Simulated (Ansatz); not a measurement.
The same molecule with X = Mg, Zn, Cd. Ansatz, PBE0-D4/def2-TZVP geometries, multiplicity 1.

Elements past krypton have def2 core potentials. Outer-core shells of Br, Cd, Mg, Zn are correlated without core-valence functions. Scalar relativity is left out up to krypton. Spin–orbit coupling is left out.

```
 X       molecule  vertical ionisation energy (CCSD(T)/def2-TZVPP) / eV  mean X–Br bond length / Å  mean X–F bond length / Å  HOMO–LUMO gap (ωB97M-V/def2-TZVPP) / eV  HOMO energy (ωB97M-V/def2-TZVPP) / eV  size of the dipole moment (B3LYP/def2-TZVPP) / D
Mg  `[F][Mg][Br]`                                                 11.05                      2.318                     1.745                                    10.28                                 -10.75                                              0.30
Cd  `[F][Cd][Br]`                                                 11.03                      2.384                     1.934                                    10.37                                 -10.86                                              0.95
```

**Question.** Give the row for X = Zn, `[F][Zn][Br]`. (Estimate.)

**Answer.** The calculation gave: 
```tsv
X	molecule	vertical ionisation energy (CCSD(T)/def2-TZVPP) / eV	mean X–Br bond length / Å	mean X–F bond length / Å	HOMO–LUMO gap (ωB97M-V/def2-TZVPP) / eV	HOMO energy (ωB97M-V/def2-TZVPP) / eV	size of the dipole moment (B3LYP/def2-TZVPP) / D
Zn	`[F][Zn][Br]`	11.36	2.210	1.742	11.03	-11.10	1.01
```

From Mg to Cd the vertical ionisation energy (CCSD(T)/def2-TZVPP) isn't monotonic: highest at Zn, lowest at Cd; the mean X–Br bond length isn't monotonic: highest at Cd, lowest at Zn; the mean X–F bond length isn't monotonic: highest at Cd, lowest at Zn; the HOMO–LUMO gap (ωB97M-V/def2-TZVPP) isn't monotonic: highest at Zn, lowest at Mg; the HOMO energy (ωB97M-V/def2-TZVPP) isn't monotonic: highest at Mg, lowest at Zn. Bonds lengthen as the atom grows down the group. Dipoles are sizes alone, and their direction can turn along the series.

B3LYP here is the variant with VWN-RPA as its local correlation; programs differ in this.
